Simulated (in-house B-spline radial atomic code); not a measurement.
Configurations of neutral aluminium, with energies counted from [Ne] 3s2 3p1. All numbers are computed (scalar-relativistic (X2C) CAM-B3LYP, spin-polarised, spherical fractional occupations, exact exchange averaged over the configuration; Fermi nucleus of rms radius 3.061 fm) with a radial B-spline atomic code at the basis-set limit, not measured. Shells without spins written out take the highest spin.

Occupations are held fixed; configurations that lie above the ionisation limit could autoionise.

```
           configuration  E - E(ref) (eV)  highest orbital  its <r> (bohr)
            [Ne] 3s2 4f1           5.0714            4f up           17.43
        [Ne] 3s1 3p1 3d1           8.8397            3d up           7.462
[He] 2s2 2p5 3s2 3p1 3d1           79.934            3d up           7.083
[He] 2s2 2p5 3s2 3p1 4d1           80.743            4d up           15.39
[He] 2s2 2p5 3s2 3p1 4f1           81.002            4f up           17.45
```

Task: Order these further configurations by energy, lowest first.
A. [Ne] 3s1 3p1 4d1
B. [Ne] 3s1 3p1 4f1
C. [He] 2s2 2p5 3s2 3p2
D. [Ne] 3s2 3d1
E. [Ne] 3s1 3p1 4s1

Result: D (4.2209 eV), E (7.7978 eV), A (9.629 eV), B (9.8479 eV), C (73.768 eV).
